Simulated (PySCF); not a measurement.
**Polarisability and C₆ of Zn²⁺ (zinc, charge +2)**

[Ar] 3d10, closed-shell 1S. Calculation: PySCF 2.14, in aug-cc-pVTZ-PP with one added diffuse shell each of s, p, d, f, g type with ECP10MDF (7s7p6d4f3g, 113 functions); scalar relativity through the core potential. Coupled (time-dependent) response in atomic units; α is the mean over directions.

```
 method  mean α (bohr³)  C₆ (like pair)  S(−4)
wB97X-V           2.739           7.171  3.577
```

S(−4) is the Cauchy moment in α(ω) = α(0) + S(−4) ω² + …

α(iu) at wB97X-V:

```
u (hartree)  α(iu) (bohr³)
          0          2.739
     0.0500          2.730
      0.100          2.704
      0.200          2.608
      0.300          2.471
      0.500          2.159
      0.750          1.809
       1.00          1.534
       1.50          1.153
       2.00         0.9050
       3.00         0.6061
       5.00         0.3307
```

For an ion, C₆ is the dispersion term alone; charge-induced terms of lower order in 1/R come first.

Energies and moments cover only the electrons outside the core potential.
